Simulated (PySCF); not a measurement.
## Electron correlation in Cl (chlorine, neutral)

[Ne] 3s2 3p5, 2P determinant. All numbers are calculated (PySCF 2.14, the non-relativistic Hamiltonian (point nucleus), in aug-cc-pV(T+d)Z with one added diffuse shell each of s, p, d, f type (7s6p5d3f, 71 functions)). Frozen: [Ne]; 7 electrons correlated.

```
  level  correlation energy (mhartree)
   CCSD                        -185.63
    (T)                          -6.44
CCSD(T)                        -192.07
```

Diagnostics: T1 = 0.0074, D1 = 0.0245, largest double amplitude 0.038.

Task: Is a single reference adequate?

Result: Yes: T1 lies below 0.03 and no double amplitude reaches 0.07.
